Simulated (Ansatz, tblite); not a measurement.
Cost and result up the ladder for the cluster Nb3Te6⁺ (9 atoms). The state is a singlet with charge 1. Geometry: r2SCAN-D4/def2-SVP.

```xyz
9

Nb    0.302   -0.602   -0.987
Nb   -0.343   -0.076    1.990
Nb    0.133    1.499   -2.457
Te   -1.817   -1.755    0.649
Te    2.542    0.380   -2.155
Te   -0.433    2.030    0.075
Te   -1.610   -0.480   -2.904
Te   -0.794   -0.033    4.450
Te    2.020   -0.963    1.339
```

Ansatz on 4 threads of Intel Xeon on a shared host; xTB runs through tblite on one thread. Times are rough, summed over both states, and most runs start from the orbitals of an earlier one. No level here is sound enough to serve as a yardstick. The other state is a triplet at its own geometry.

In the def2 sets Nb, Te take a core potential; there is no spin–orbit coupling. The xTB rows come from tblite. The structure comes from a short search, and lower isomers may exist.

Run but left out: HF/def2-SVP, MP2/def2-SVP (singlet: restricted singlet, unstable towards broken spin symmetry).

xTB has no spin-polarisation term.

| level | functions | wall time |
| --- | --- | --- |
| GFN1-xTB | 81 | 0.24 s |
| GFN2-xTB | 81 | 2.4 s |
| PBE-D4/def2-SVP | 249 | 52 s |
| PBE0-D4/def2-SVP | 249 | 2.6 min |

Question: Estimate what each level gives for the triplet − singlet (eV).

Answer: 
```json
{"level": "GFN1-xTB", "triplet − singlet (eV)": "0.17", "remarks": "–"}
{"level": "GFN2-xTB", "triplet − singlet (eV)": "-0.81", "remarks": "–"}
{"level": "PBE-D4/def2-SVP", "triplet − singlet (eV)": "0.31", "remarks": "restricted SCF unstable in HF (singlet)"}
{"level": "PBE0-D4/def2-SVP", "triplet − singlet (eV)": "0.15", "remarks": "restricted SCF unstable in HF (singlet)"}
```
